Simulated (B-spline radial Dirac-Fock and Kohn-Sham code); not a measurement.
Calculated with a radial atomic solver, using Dirac-Fock orbitals of the configuration average with a finite nucleus.

Question: This computed X-ray form factor belongs to an atom or ion in its tabulated ground configuration. Which?

```tsv
sin θ/λ (Å⁻¹)	f₀
0.15	17.917
0.3	17.670
0.9	15.351
1.1	14.276
1.2	13.717
1.4	12.592
2	9.564
3.5	5.832
6	3.281
```

Answer: Tb⁴⁷⁺, with 18 electrons in [Ne] 3s2 3p6. f₀ tends to the number of electrons as s goes to zero, which the first rows give only roughly, and the rate of fall reflects the nuclear charge, 65.

Question: This computed X-ray form factor belongs to an atom or ion in its tabulated ground configuration. Which?

| sin θ/λ (Å⁻¹) | f₀ |
| --- | --- |
| 0.1 | 76.017 |
| 0.15 | 72.198 |
| 0.5 | 47.599 |
| 1.1 | 26.551 |
| 1.4 | 20.689 |
| 1.8 | 16.297 |
| 4 | 6.642 |
| 5 | 5.089 |
| 6 | 4.310 |

Answer: Hg, with 80 electrons in [Xe] 4f14 5d10 6s2. f₀ tends to the number of electrons as s goes to zero, which the first rows give only roughly, and the rate of fall reflects the nuclear charge, 80.

Question: This computed X-ray form factor belongs to an atom or ion in its tabulated ground configuration. Which?

| sin θ/λ (Å⁻¹) | f₀ |
| --- | --- |
| 0.2 | 44.344 |
| 0.3 | 42.411 |
| 0.4 | 39.938 |
| 0.45 | 38.559 |
| 1.2 | 20.146 |
| 1.6 | 15.968 |
| 2.5 | 10.331 |
| 3.5 | 6.311 |
| 4 | 5.362 |

Answer: Yb²⁴⁺, with 46 electrons in [Kr] 4d10. f₀ tends to the number of electrons as s goes to zero, which the first rows give only roughly, and the rate of fall reflects the nuclear charge, 70.
